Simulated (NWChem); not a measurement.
# KOH cation, doublet; SMILES of the neutral closed-shell parent [OH][K]

```xyz
3

K     -0.6665    -0.4962    -0.5599
O      1.1158     0.8334     0.9380
H      1.7700     1.3063     1.4837
```
Atoms are numbered in this order, from 1.

The geometry was optimised at PBE0-D3(BJ)/def2-TZVP, spin-unrestricted. The spin multiplicity was typed, not searched, and may not be the lowest. No stability test was run on the SCF state.

**Question.** List the 6 lowest vertical excitations from PBE/def2-SVP, spin-unrestricted, TDA (NWChem).

**Answer.** 
| state | energy (eV) | oscillator strength | <S²> |
|---|---|---|---|
| state 1 | 0.46 | 0.000 | 0.75 |
| state 2 | 4.63 | 0.004 | 0.75 |
| state 3 | 6.50 | 0.006 | 1.88 |
| state 4 | 7.13 | 0.008 | 1.63 |
| state 5 | 8.34 | 0.007 | 2.29 |
| state 6 | 8.49 | 0.005 | 1.99 |
